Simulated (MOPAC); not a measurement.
Job for MOPAC: PM7 on C2H6OSi (a complex), monomers drawn apart or pushed together.

```
PM7 1SCF PRECISE CHARGE=0 THREADS=1
C2H6OSi

C     -0.14618371 1    -0.07036537 1     0.10699176 1
C     -1.21301724 1    -0.45623640 1     0.49119218 1
H      0.79929858 1     0.27475184 1    -0.23652687 1
H     -2.16260394 1    -0.79545715 1     0.82920939 1
O      0.71751148 1    -0.92466979 1     3.53508326 1
Si     0.53169456 1     0.45446509 1     4.41891787 1
H      0.38835925 1    -0.90718679 1     2.62805244 1
H      1.24226722 1     1.60526654 1     3.80515516 1
H      1.10473244 1     0.17358529 1     5.75107761 1
H     -0.89775273 1     0.83144760 1     4.56232934 1
```

The log:

```
*******************************************************************************
 **                                                                           **
 **                              MOPAC v23.2.5                                **
 **                                                                           **
 *******************************************************************************
 ** MOPAC's Digital Object Identifier: https://doi.org/10.5281/zenodo.6511958 **
 **                                                                           **
 ** Please cite the open-source release paper for use of this MOPAC version:  **
 ** J. E. Moussa and J. J. P. Stewart (2026)                                  **
 ** MOPAC: An open-source semiempirical molecular orbital program             **
 ** J. Open Source Softw., 11(119), 8025, https://doi.org/10.21105/joss.08025 **
 *******************************************************************************

                              PM7 CALCULATION RESULTS

 *******************************************************************************
 *  PM7        - The PM7 Hamiltonian to be used
 *
 *
 *
 *                 CHARGE ON SYSTEM = 0
 *
 *
 *
 *  PRECISE    - TIGHTER CRITERIA TO BE USED
 *  1SCF       - DO 1 SCF AND THEN STOP
 *  THREADS=1  - MULTI-THREADING NOT USED
 *  T=         - A TIME OF 172800.0 SECONDS REQUESTED
 *  DUMP=N     - RESTART FILE WRITTEN EVERY 7200.0 SECONDS REQUESTED
 *******************************************************************************
PM7 1SCF PRECISE CHARGE=0 THREADS=1
 C2H6OSi

   ATOM   CHEMICAL          X               Y               Z
  NUMBER   SYMBOL      (ANGSTROMS)     (ANGSTROMS)     (ANGSTROMS)

     1       C         -0.14618371  *  -0.07036537  *   0.10699176  *
     2       C         -1.21301724  *  -0.45623640  *   0.49119218  *
     3       H          0.79929858  *   0.27475184  *  -0.23652687  *
     4       H         -2.16260394  *  -0.79545715  *   0.82920939  *
     5       O          0.71751148  *  -0.92466979  *   3.53508326  *
     6      Si          0.53169456  *   0.45446509  *   4.41891787  *
     7       H          0.38835925  *  -0.90718679  *   2.62805244  *
     8       H          1.24226722  *   1.60526654  *   3.80515516  *
     9       H          1.10473244  *   0.17358529  *   5.75107761  *
    10       H         -0.89775273  *   0.83144760  *   4.56232934  *



          CARTESIAN COORDINATES

    NO.       ATOM           X           Y           Z

     1         C         -0.1462     -0.0704      0.1070
     2         C         -1.2130     -0.4562      0.4912
     3         H          0.7993      0.2748     -0.2365
     4         H         -2.1626     -0.7955      0.8292
     5         O          0.7175     -0.9247      3.5351
     6        Si          0.5317      0.4545      4.4189
     7         H          0.3884     -0.9072      2.6281
     8         H          1.2423      1.6053      3.8052
     9         H          1.1047      0.1736      5.7511
    10         H         -0.8978      0.8314      4.5623

 General Reference for PM7:
 "Optimization of Parameters for Semiempirical Methods VI: More Modifications to the
 NDDO Approximations and Re-optimization of Parameters", J. J. P. Stewart, J. Mol. Mod., 1:32, 19 (2013)
 https://link.springer.com/article/10.1007/s00894-012-1667-x

           Empirical Formula: C2 H6 O Si  =    10 atoms



      MOLECULAR POINT GROUP   :   Cs


      RHF CALCULATION, NO. OF DOUBLY OCCUPIED LEVELS = 12


 -------------------------------------------------------------------------------
 PM7 1SCF PRECISE CHARGE=0 THREADS=1
 C2H6OSi



     1SCF WAS SPECIFIED, SO BFGS WAS NOT USED
     SCF FIELD WAS ACHIEVED


                              PM7 CALCULATION
                                                       MOPAC v23.2.5 Linux




          FINAL HEAT OF FORMATION =        -12.77499 KCAL/MOL =     -53.45056 KJ/MOL


          COSMO AREA              =        139.23 SQUARE ANGSTROMS
          COSMO VOLUME            =        126.43 CUBIC ANGSTROMS

          IONIZATION POTENTIAL    =         11.596813 EV
          HOMO LUMO ENERGIES (EV) =        -11.597  1.186
          NO. OF FILLED LEVELS    =         12
          MOLECULAR WEIGHT        =         74.1543         POINT GROUP:  Cs

          MOLECULAR DIMENSIONS (Angstroms)

            Atom       Atom       Distance
            H     9    H     3     5.99624
            H     8    H     4     4.07117
            O     5    H    10     2.41761


          SCF CALCULATIONS        =          1





   ATOM   CHEMICAL          X               Y               Z
  NUMBER   SYMBOL      (ANGSTROMS)     (ANGSTROMS)     (ANGSTROMS)

     1       C         -0.14618371  *  -0.07036537  *   0.10699176  *
     2       C         -1.21301724  *  -0.45623640  *   0.49119218  *
     3       H          0.79929858  *   0.27475184  *  -0.23652687  *
     4       H         -2.16260394  *  -0.79545715  *   0.82920939  *
     5       O          0.71751148  *  -0.92466979  *   3.53508326  *
     6      Si          0.53169456  *   0.45446509  *   4.41891787  *
     7       H          0.38835925  *  -0.90718679  *   2.62805244  *
     8       H          1.24226722  *   1.60526654  *   3.80515516  *
     9       H          1.10473244  *   0.17358529  *   5.75107761  *
    10       H         -0.89775273  *   0.83144760  *   4.56232934  *

                             CARTESIAN COORDINATES

   1    C       -0.146183710    -0.070365370     0.106991760
   2    C       -1.213017240    -0.456236400     0.491192180
   3    H        0.799298580     0.274751840    -0.236526870
   4    H       -2.162603940    -0.795457150     0.829209390
   5    O        0.717511480    -0.924669790     3.535083260
   6   Si        0.531694560     0.454465090     4.418917870
   7    H        0.388359250    -0.907186790     2.628052440
   8    H        1.242267220     1.605266540     3.805155160
   9    H        1.104732440     0.173585290     5.751077610
  10    H       -0.897752730     0.831447600     4.562329340


           Empirical Formula: C2 H6 O Si  =    10 atoms



      MOLECULAR POINT GROUP   :   Cs


                  EIGENVALUES
 -29.42564 -26.58625 -19.67677 -18.20140 -16.76584 -15.82914 -13.70831 -13.49236
 -12.19194 -11.91050 -11.89378 -11.59681   1.18562   1.31254   1.34663   2.47967
   2.47998   4.97034   5.35374   5.95621   6.72060   7.88091  21.67532  21.96807
  22.60207  22.92386  23.82915


              NET ATOMIC CHARGES AND DIPOLE CONTRIBUTIONS

  ATOM NO.   TYPE          CHARGE      No. of ELECS.   s-Pop       p-Pop       d-Pop
    1          C          -0.193104        4.1931     1.14807     3.04503
    2          C          -0.193186        4.1932     1.14807     3.04512
    3          H           0.194631        0.8054     0.80537
    4          H           0.194629        0.8054     0.80537
    5          O          -0.696229        6.6962     1.74604     4.95019
    6         Si           0.192543        3.8075     0.90966     2.70037     0.19743
    7          H           0.368171        0.6318     0.63183
    8          H           0.035979        0.9640     0.96402
    9          H           0.060613        0.9394     0.93939
   10          H           0.035955        0.9640     0.96405
 DIPOLE           X         Y         Z       TOTAL
 POINT-CHG.    -0.853     2.382     0.031     2.530
 HYBRID         0.042    -0.920    -0.821     1.234
 SUM           -0.811     1.461    -0.790     1.848


          ATOMIC ORBITAL ELECTRON POPULATIONS

     Atom    s        px        py        pz      x^2-y^2     xz        z^2       yz        xy
    1  C   1.14807   1.03806   1.00445   1.00252
    2  C   1.14807   1.03511   1.00496   1.00504
    3  H   0.80537
    4  H   0.80537
    5  O   1.74604   1.85208   1.65105   1.44706
    6 Si   0.90966   1.05287   0.72766   0.91984   0.04627   0.02106   0.04243   0.04545   0.04223
    7  H   0.63183
    8  H   0.96402
    9  H   0.93939
   10  H   0.96405

 **********************
 *                    *
 * JOB ENDED NORMALLY *
 *                    *
 **********************




 == MOPAC DONE ==
```

The run finished.

Cost: around 0.04 core-seconds (rough).
